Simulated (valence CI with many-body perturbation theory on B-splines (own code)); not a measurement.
## E1 line list for Bi2+

Calculated by relativistic CI+MBPT: three valence electrons over a frozen Dirac-Fock core [Xe] 4f14 5d10, a basis of 11 s, 11 p, 10 d, 8 f, 5 g, 2 h functions for each j, with the one-electron correlation potential Σ1, the two-electron term Σ2, the three-electron term Σ3, Breit, model QED; selected CI, second order for the rest (own B-spline code, finite nucleus).

Set against measurement, 20 paired levels are off by 531 cm⁻¹ on average, the worst by 1325. These come from a selection out of Moore, Atomic Energy Levels, vol. III, NSRDS-NBS 35 (1971 reprint of NBS Circular 467, 1958), an old analysis. Levels without a partner in it may be off by more. The list stops below the first excitations out of the core.

Lines 51 to 77 of 77 in falling wavelength, among levels below 160643 cm⁻¹, chosen from the strongest by gf and those to the six lowest levels. Wavelengths and rates use the calculated energies, so an error of 500 cm⁻¹ moves a line at 1501 Å by 0.75 % and its rate by three times that or more. Electric multipoles are in the length gauge, E1 and E2 with the static RPA response of the core. Weak lines are less certain than strong ones. Lines between different terms over intervals too small for the method are left out, as are lines whose strength nearly cancels and 8 of this kind that miss the measured wavelength by over 7 %. The highest levels of a list are the least certain.

Names give the largest LS component (configuration and term), which can be under half, so a name can repeat, a term be missing and a line seem to break the LS rules; names also repeat where a configuration has a term twice.

| λ vac (Å) | λ from measured levels | Upper | Lower | A (s⁻¹) | log gf | Branch % |
| --- | --- | --- | --- | --- | --- | --- |
| 1501 | 1488 | 6s2.8p 2P°_3/2 | 6s.6p2 4P_5/2 | 2.52e+07 | -1.47 | 20.2 |
| 1471 | 1461 | 6s.6p2 4P_5/2 | 6s2.6p 2P°_3/2 | 6.38e+06 | -1.91 | 100.0 |
| 1436 | 1423 | 6s.6p2 4P_1/2 | 6s2.6p 2P°_1/2 | 1.04e+08 | -1.19 | 96.6 |
| 1412 | 1405 | 6s2.8p 2P°_1/2 | 6s.6p2 4P_3/2 | 6.40e+06 | -2.42 | 7.7 |
| 1369 | 1363 | 6s2.8p 2P°_3/2 | 6s.6p2 4P_3/2 | 2.35e+05 | -3.58 | 0.2 |
| 1341 | 1346 | 6s2.7s 2S_1/2 | 6s2.6p 2P°_3/2 | 1.38e+09 | -0.13 | 57.1 |
| 1329 | 1327 | 6s.6p2 2D_3/2 | 6s2.6p 2P°_3/2 | 1.85e+08 | -0.71 | 99.4 |
| 1223 | 1225 | 6s2.6d 2D_5/2 | 6s2.6p 2P°_3/2 | 9.78e+08 | 0.12 | 100.0 |
| 1210 | 1204 | 6s.6p2 4P_3/2 | 6s2.6p 2P°_1/2 | 7.90e+05 | -3.16 | 10.6 |
| 1193 | 1191 | 6s2.8p 2P°_1/2 | 6s.6p2 4P_1/2 | 2.62e+06 | -2.95 | 3.1 |
| 1162 | 1161 | 6s2.8p 2P°_3/2 | 6s.6p2 4P_1/2 | 2.99e+06 | -2.62 | 2.4 |
| 1140 | 1146 | 6s.6p2 2P_1/2 | 6s2.6p 2P°_3/2 | 3.09e+08 | -0.92 | 5.7 |
| 1134 | 1139 | 6s2.6d 2D_3/2 | 6s2.6p 2P°_3/2 | 4.65e+07 | -1.45 | 0.7 |
| 1045 | 1052 | 6s2.7s 2S_1/2 | 6s2.6p 2P°_1/2 | 1.04e+09 | -0.47 | 42.9 |
| 1043 | 1046 | 6s.6p2 2D_5/2 | 6s2.6p 2P°_3/2 | 3.53e+09 | 0.54 | 100.0 |
| 1038 | 1040 | 6s.6p2 2D_3/2 | 6s2.6p 2P°_1/2 | 1.15e+06 | -3.13 | 0.6 |
| 918.8 | 925.5 | 6s.6p2 2P_1/2 | 6s2.6p 2P°_1/2 | 5.09e+09 | 0.11 | 94.3 |
| 915.1 | 920.9 | 6s2.6d 2D_3/2 | 6s2.6p 2P°_1/2 | 6.42e+09 | 0.51 | 99.3 |
| 905.5 |  | 6s.6p2 2S_1/2 | 6s2.6p 2P°_3/2 | 3.64e+09 | -0.05 | 95.7 |
| 899.3 | 907.6 | 6s.6p2 2P_3/2 | 6s2.6p 2P°_3/2 | 6.87e+09 | 0.52 | 96.6 |
| 810.9 | 803.6 | 6s2.8s 2S_1/2 | 6s2.6p 2P°_3/2 | 8.69e+08 | -0.77 | 58.4 |
| 779.5 | 779.4 | 6s2.7d 2D_3/2 | 6s2.6p 2P°_3/2 | 2.44e+08 | -1.05 | 15.0 |
| 775.4 | 775.1 | 6s2.7d 2D_5/2 | 6s2.6p 2P°_3/2 | 8.11e+08 | -0.36 | 68.5 |
| 760.3 |  | 6s.6p2 2S_1/2 | 6s2.6p 2P°_1/2 | 1.65e+08 | -1.54 | 4.3 |
| 755.9 | 763.6 | 6s.6p2 2P_3/2 | 6s2.6p 2P°_1/2 | 2.38e+08 | -1.09 | 3.3 |
| 692.4 | 688.6 | 6s2.8s 2S_1/2 | 6s2.6p 2P°_1/2 | 2.88e+08 | -1.38 | 19.3 |
| 669.4 | 670.8 | 6s2.7d 2D_3/2 | 6s2.6p 2P°_1/2 | 9.59e+08 | -0.59 | 59.0 |

How does gf follow from A for the line at 1412 Å?

gf = 1.4992 × (2J+1)_upper × A / σ², with σ = 70846 cm⁻¹ and 2J+1 = 2: gf = 0.00382.
